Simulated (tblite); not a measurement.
C6H9NO2S.
Cartesian coordinates in Å at the GFN2-xTB level; atoms count from 1:
```xyz
19
C6H9NO2S angstrom
N      2.867   -0.110    0.051
C      1.577   -0.034    0.442
O      1.148   -0.606    1.418
C      0.686    0.792   -0.472
C     -0.449    1.458    0.297
C     -1.342    0.476    1.036
O     -1.635    0.621    2.191
C     -1.955   -0.610    0.171
C     -0.934   -1.418   -0.615
S      0.030   -0.361   -1.735
H      3.489   -0.708    0.571
H      3.191    0.286   -0.812
H      1.264    1.531   -1.030
H     -0.033    2.158    1.026
H     -1.074    2.014   -0.407
H     -2.645   -0.122   -0.524
H     -2.527   -1.280    0.815
H     -1.424   -2.152   -1.255
H     -0.244   -1.927    0.058
```

Level: GFN2-xTB in tblite, geometry and Hessian alike; calculated harmonic values, unscaled, isolated species. The method is semi-empirical: single wavenumbers can be off by several per cent or more. One conformer, not necessarily the lowest.

Harmonic wavenumbers (cm⁻¹): 47.7, 72.3, 107.4, 160.5, 222.6, 241.9, 300.6, 329.1, 336.5, 421.9, 450.0, 493.4, 533.9, 590.5, 629.4, 691.2, 707.8, 747.4, 780.4, 808.4, 883.0, 922.4, 997.4, 1029.3, 1038.5, 1066.5, 1098.7, 1113.3, 1157.2, 1170.3, 1199.9, 1225.3, 1259.3, 1282.4, 1301.4, 1316.8, 1433.1, 1438.7, 1445.0, 1453.0, 1753.2, 1784.7, 2956.2, 2960.2, 2967.7, 2983.7, 2990.1, 2996.8, 3004.1, 3469.0, 3544.3.

A = 1583, B = 1145, C = 865.9 MHz; mass 159.035 u (most abundant isotopes); point group C1, symmetry number 1.

**Question.** What is the zero-point energy?

**Answer.** ½Σν̃ = 31957 cm⁻¹ = 382.29 kJ/mol.

**Question.** Give the ideal-gas entropy at 273.15 K and 1 bar in the rigid-rotor, harmonic-oscillator model (classical rotation).

**Answer.** Translation 170.26, rotation 123.19, vibration 108.75: S = 402.2 J/(mol K).

**Question.** And Cp and H(273.15 K) − H(0)?

**Answer.** Cp = 155.65 J/(mol K), of which vibrations give 122.39 (their classical limit is 51 R = 424.0); H(273.15 K) − H(0) = 25.27 kJ/mol without the zero-point energy, 16.18 from vibrations.

**Question.** Blend soft modes into free rotors: weight 1/[1 + (100 cm⁻¹/ν̃)⁴] for the oscillator and the rest for a rotor with moment μB/(μ + B), μ = h/(8π²ν), B = 10⁻⁴⁴ kg m². What vibrational entropy results?

**Answer.** 100.41 J/(mol K) in place of 108.75, which changes −T·S at 273.15 K by +2.28 kJ/mol.

**Question.** What must be added to the electronic energy to get the Gibbs energy at 273.15 K and 1 bar?

**Answer.** ZPE + [H(273.15 K) − H(0)] − T·S = 382.29 + 25.27 − 109.86 = 297.70 kJ/mol.

**Question.** How do the functions run with temperature in this model?

**Answer.** 
```
 T (K)  S (J/(mol K))  Cp (J/(mol K))  H − H(0) (kJ/mol)  G − H(0) (kJ/mol)  ln q(vib)
    50          249.1            53.2               2.07             -10.39       0.49
   100          292.9            75.7               5.29             -24.00       1.59
298.15          416.3           167.3              29.30             -94.83       6.61
373.15          457.5           200.5              43.11            -127.61       8.59
   500          523.1           248.0              71.69            -189.86      11.96
   750          636.7           311.5             142.29            -335.26      18.43
  1000          732.2           351.3             225.48            -506.71      24.46
```

q(vib) and H(0) count from the zero-point level.

**Question.** Which modes carry the vibrational entropy at 273.15 K?

**Answer.** 47.7 cm⁻¹: 19.82; 72.3 cm⁻¹: 16.39; 107.4 cm⁻¹: 13.16; 160.5 cm⁻¹: 9.95; 222.6 cm⁻¹: 7.45; 241.9 cm⁻¹: 6.84 J/(mol K); the other 45 give 35.13 together.

Hindered rotation and anharmonicity are outside this model. Other conformers, if any are populated, would add a mixing term that is left out. The structure is chiral; the term R ln 2 for an equal mix with its mirror image is left out.

The run took 2.5 s of wall time on one thread of an Intel Xeon at 2.50 GHz, no GPU (shared host). This covers the Hessian and the dipole derivatives.
